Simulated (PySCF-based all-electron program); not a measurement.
## SiH₄O₃, singlet: how the functional moves the forces

Calculated with an in-house all-electron program built on PySCF, in large uncontracted Gaussian sets near the basis limit; the spin-free Dirac equation, no spin–orbit coupling, spin-restricted. Forces are good to about 0.010 eV/Å. Atoms are numbered as listed.

| atom | x (Å) | y (Å) | z (Å) |
| --- | --- | --- | --- |
| Si | 0.0000 | 0.0000 | 0.0000 |
| O | 1.5667 | 0.0000 | -0.5364 |
| H | 1.7999 | -0.7381 | -1.1210 |
| O | -0.7834 | -1.3568 | -0.5364 |
| H | -1.5392 | -1.1897 | -1.1210 |
| O | -0.7834 | 1.3568 | -0.5364 |
| H | -0.2607 | 1.9278 | -1.1210 |
| H | 0.0000 | 0.0000 | 1.4810 |

PBE forces:

| atom | Fx | Fy | Fz (eV/Å) |
| --- | --- | --- | --- |
| Si1 | 0.000 | 0.000 | -0.030 |
| O2 | -0.072 | -0.117 | -0.056 |
| H3 | -0.006 | 0.104 | 0.076 |
| O4 | -0.066 | 0.121 | -0.056 |
| H5 | 0.093 | -0.047 | 0.076 |
| O6 | 0.137 | -0.003 | -0.056 |
| H7 | -0.088 | -0.057 | 0.076 |
| H8 | 0.000 | 0.000 | -0.029 |

What forces does r2SCAN give?

The forces move by 0.430 eV/Å (r.m.s. over the atoms) from PBE.

| atom | Fx | Fy | Fz (eV/Å) |
| --- | --- | --- | --- |
| Si1 | 0.000 | 0.000 | -0.244 |
| O2 | -0.481 | -0.433 | -0.174 |
| H3 | -0.114 | 0.424 | 0.337 |
| O4 | -0.135 | 0.633 | -0.174 |
| H5 | 0.424 | -0.113 | 0.337 |
| O6 | 0.616 | -0.200 | -0.174 |
| H7 | -0.310 | -0.311 | 0.337 |
| H8 | 0.000 | 0.000 | -0.245 |
